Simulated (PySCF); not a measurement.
Problem. What does the PBE0-D3(BJ)/def2-SVP structure of `[F][Cr-2]([F])([F])[F]` ([CrF4]2-) [quintet] look like in three dimensions? (Charge -2 and quintet state.)

Solution. 
```xyz
5
CrF4 angstrom
Cr     0.0007   -0.0007   -0.0005
F     -0.4785   -1.1540    1.4842
F      1.8785   -0.2395    0.4250
F      0.4771    1.1226   -1.5089
F     -1.8778    0.2715   -0.3998
```

Orientation and origin are arbitrary. Atoms count from 1 in this order. Cr1 (chromium bonded to 4 F) is square planar (angles from 89.8° to 178.9°). All 4 Cr–F bonds measure 1.940 Å. The 5 heavy atoms lie in one plane (0.018 Å rms).

Bonds between heavy atoms (Å): Cr1–F2 1.940, Cr1–F3 1.940, Cr1–F4 1.940, Cr1–F5 1.940.

The calculation used PySCF, PBE0-D3(BJ)/def2-SVP geometry optimisation, gas phase.

PBE0-D3(BJ)/def2-SVP frequencies: not computed here. ⟨S²⟩ = 6.011 (exact for a quintet: 6.00). Whether so highly charged an anion holds all its electrons in the gas phase wasn't checked; a finite basis holds them in any case. No counter-ion or solvent screens the charge of this multiply charged ion.

For an open-shell metal species like this, the optimisation's SCF solution wasn't tested for stability and no frequencies at its level were run, so a lower state or another shape may exist.
